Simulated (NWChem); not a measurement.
Program: NWChem. System: C2H2F, charge 0, spin multiplicity 2, displaced from the optimised geometry. The structure started from a generated list of species. Its SCF solution wasn't tested for a lower state. Level: ULDA (SVWN5)/def2-TZVP.

NWChem printed:

```
             Northwest Computational Chemistry Package (NWChem) 7.3.0
             --------------------------------------------------------

                                NWChem Input Module
                                -------------------

 Scaling coordinates for geometry "geometry" by  1.889725989
 (inverse scale =  0.529177249)

 Turning off AUTOSYM since
 SYMMETRY directive was detected!

                             Geometry "geometry" -> ""
                             -------------------------

 Output coordinates in angstroms (scale by  1.889725989 to convert to a.u.)

  No.       Tag          Charge          X              Y              Z
 ---- ---------------- ---------- -------------- -------------- --------------
    1 C                    6.0000     1.22947300    -0.02696800     0.00000000
    2 C                    6.0000    -0.03455500     0.43045900     0.00000000
    3 F                    9.0000    -1.18764800    -0.22045100     0.00000000
    4 H                    1.0000     1.43877300    -1.12612900     0.00000000
    5 H                    1.0000     2.08054600     0.68924400     0.00000000

 Effective nuclear repulsion energy (a.u.)      59.5934196728

            Nuclear Dipole moment (a.u.)
            ----------------------------
        X                 Y               Z
 ---------------- ---------------- ----------------
    -0.0000094486     0.0000037795     0.0000000000

      Symmetry information
      --------------------

 Group name             Cs
 Group number              2
 Group order               2
 No. of unique centers     5

      Symmetry unique atoms

     1    2    3    4    5


 Summary of "ao basis" -> "" (spherical)
 ------------------------------------------------------------------------------
       Tag                 Description            Shells   Functions and Types
 ---------------- ------------------------------  ------  ---------------------
 *                         def2-tzvp                  on all atoms

                                 NWChem DFT Module
                                 -----------------

 Summary of "ao basis" -> "ao basis" (spherical)
 ------------------------------------------------------------------------------
       Tag                 Description            Shells   Functions and Types
 ---------------- ------------------------------  ------  ---------------------
 C                         def2-tzvp                11       31   5s3p2d1f
[...]
     0   0 0 0     -0.000000    -12.000000    -11.000000     23.000000

     1   1 0 0      0.388738      0.371615      0.017132     -0.000009
     1   0 1 0     -0.140499     -0.683179      0.542677      0.000004
     1   0 0 1     -0.000000     -0.000000     -0.000000      0.000000

     2   2 0 0    -11.785237    -57.018067    -55.364397    100.597227
     2   1 1 0     -0.074013     -3.075816     -3.718718      6.720521
     2   1 0 1      0.000000      0.000000      0.000000      0.000000
     2   0 2 0    -12.407860    -13.938519    -10.242229     11.772888
     2   0 1 1     -0.000000     -0.000000      0.000000      0.000000
     2   0 0 2    -14.008649     -7.336237     -6.672412      0.000000

            General Information
            -------------------
          SCF calculation type: DFT
          Wavefunction type:  spin polarized.
          No. of atoms     :     5
          No. of electrons :    23
           Alpha electrons :    12
            Beta electrons :    11
          Charge           :     0
          Spin multiplicity:     2
          Use of symmetry is: on ; symmetry adaption is: on
          Maximum number of iterations: 100
          AO basis - number of functions:   105
                     number of shells:    41
          Convergence on energy requested:  1.00D-06
          Convergence on density requested:  1.00D-05
          Convergence on gradient requested:  5.00D-04

              XC Information
              --------------
                        Slater Exchange Functional  1.000 local
                      VWN V Correlation Functional  1.000 local

             Grid Information
             ----------------
          Grid used for XC integration:  medium
          Radial quadrature: Mura-Knowles
          Angular quadrature: Lebedev.
          Tag              B.-S. Rad. Rad. Pts. Rad. Cut. Ang. Pts.
          ---              ---------- --------- --------- ---------
          C                   0.70       49           8.0       434
          F                   0.50       49          10.0       434
          H                   0.35       45           8.0       434
          Grid pruning is: on
          Number of quadrature shells:   237
          Spatial weights used:  Erf1

          Convergence Information
          -----------------------
          Convergence aids based upon iterative change in
          total energy or number of iterations.
          Levelshifting, if invoked, occurs when the
          HOMO/LUMO gap drops below (HL_TOL):  1.00D-02
          DIIS, if invoked, will attempt to extrapolate
          using up to (NFOCK): 10 stored Fock matrices.

                    Damping( 0%)  Levelshifting(0.5)       DIIS
                  --------------- ------------------- ---------------
          dE  on:    start            ASAP                start
          dE off:    2 iters        100 iters           100 iters

      Screening Tolerance Information
      -------------------------------
          Density screening/tol_rho:  1.00D-10
          AO Gaussian exp screening on grid/accAOfunc:  14
          CD Gaussian exp screening on grid/accCDfunc:  20
          XC Gaussian exp screening on grid/accXCfunc:  20
          Schwarz screening/accCoul:  1.00D-08

                            NWChem DFT Gradient Module
                            --------------------------

  charge          =   0.00
  wavefunction    = open shell

  Using symmetry

                         DFT ENERGY GRADIENTS

    atom               coordinates                        gradient
                 x          y          z           x          y          z
   1 C       2.323367  -0.050962   0.000000    0.025043  -0.008149   0.000000
   2 C      -0.065299   0.813450   0.000000   -0.017849   0.021560   0.000000
   3 F      -2.244329  -0.416592   0.000000   -0.021360  -0.009717   0.000000
   4 H       2.718887  -2.128075   0.000000    0.002924  -0.011941   0.000000
   5 H       3.931662   1.302482   0.000000    0.011243   0.008247   0.000000

                 ----------------------------------------
                 |  Time  |  1-e(secs)   |  2-e(secs)   |
                 ----------------------------------------
                 |  CPU   |       0.01   |       5.43   |
                 ----------------------------------------
                 |  WALL  |       0.01   |       5.43   |
                 ----------------------------------------

 Task  times  cpu:       11.7s     wall:       11.7s

 Total times  cpu:       11.7s     wall:       11.7s
```

Question: Write an NWChem input that would produce this output.

Answer: This is not unique; one that fits is 
```
start mol
memory heap 200 mb stack 900 mb global 1100 mb
geometry units angstroms nocenter noautoz
  C      1.229473    -0.026968     0.000000
  C     -0.034555     0.430459     0.000000
  F     -1.187648    -0.220451     0.000000
  H      1.438773    -1.126129     0.000000
  H      2.080546     0.689244     0.000000
  symmetry group Cs
end
basis spherical
  * library def2-tzvp
end
dft
  xc slater vwn_5
  odft
  mult 2
  semidirect memsize 60000000 filesize 0
  iterations 100
  vectors input hcore
end
task dft gradient
```
